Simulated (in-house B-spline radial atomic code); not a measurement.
Values are calculated unless marked as measured or tabulated.
# Weak and strong correlation along the adiabatic connection

Two-electron singlets in several external potentials (atomic units), by full CI in B-splines with partial waves to l = 8 (correlation energies up to 0.6 % small). The repulsion is scaled by λ at fixed density; W(λ) is the mean repulsion less the Hartree energy, W(0) = E_x, and the area under W from 0 to 1 is E_xc.

Relative drop (W(λ) − E_x)/E_x:

```
                            system  λ = 0.12  λ = 0.25  λ = 0.4  λ = 0.6  λ = 0.8   λ = 1
 ω²r²/2 − Z/r, ω = 0.0443, Z = 0.7    0.0425    0.0800   0.1150   0.1514   0.1795  0.2017
                 ω²r²/2, ω = 0.697    0.0188    0.0373   0.0565   0.0791   0.0988  0.1161
−Z/r, Z = 0.905, wall at 1.11 bohr    0.0073    0.0149   0.0234   0.0341   0.0442  0.0538
                       −Z/r, Z = 2    0.0110    0.0223   0.0346   0.0497   0.0638  0.0767
−V exp(−r²/w²), V = 1.39, w = 7.32    0.0354    0.0674   0.0978   0.1302   0.1557  0.1763
       −Z/r, Z = 1, wall at 8 bohr    0.0278    0.0542   0.0805   0.1102   0.1349  0.1557
  −Z/r, Z = 6.06, wall at 0.6 bohr    0.0026    0.0055   0.0086   0.0128   0.0169  0.0209
```

**Question.** Order the systems by how far second-order (GL2) theory, half the initial slope (estimated from the first points of each curve), overshoots the correlation energy, least first.
A. −Z/r, Z = 6.06, wall at 0.6 bohr
B. ω²r²/2 − Z/r, ω = 0.0443, Z = 0.7
C. −Z/r, Z = 2
D. ω²r²/2, ω = 0.697
E. −Z/r, Z = 1, wall at 8 bohr
F. −Z/r, Z = 0.905, wall at 1.11 bohr
G. −V exp(−r²/w²), V = 1.39, w = 7.32

**Answer.** A (GL2/E_c = 1.04), F (GL2/E_c = 1.10), C (GL2/E_c = 1.15), D (GL2/E_c = 1.26), E (GL2/E_c = 1.37), G (GL2/E_c = 1.52), B (GL2/E_c = 1.58).

**Question.** What else changes along this order?

**Answer.** The ratio follows the bend of the curve. With it the leading natural occupation goes from 1.999 to 1.865 and −T_c/E_c from 0.96 to 0.63 between the first and the last.
